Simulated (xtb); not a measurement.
Species: C$_{2}$H$_{3}$N, SMILES `C=C=N` (charge 0, multiplicity 1).

Give a relaxed geometry from GFN2-xTB in xtb.

the end point of this relaxation (outside a Z-matrix the atoms follow the SMILES, hydrogens last).
Cartesian coordinates (Å) in one orientation:
```xyz
6

C     -0.974     0.004     0.036
C      0.313    -0.010    -0.095
N      1.484    -0.038    -0.407
H     -1.528    -0.904     0.177
H     -1.524     0.926     0.015
H      2.228     0.022     0.275
```
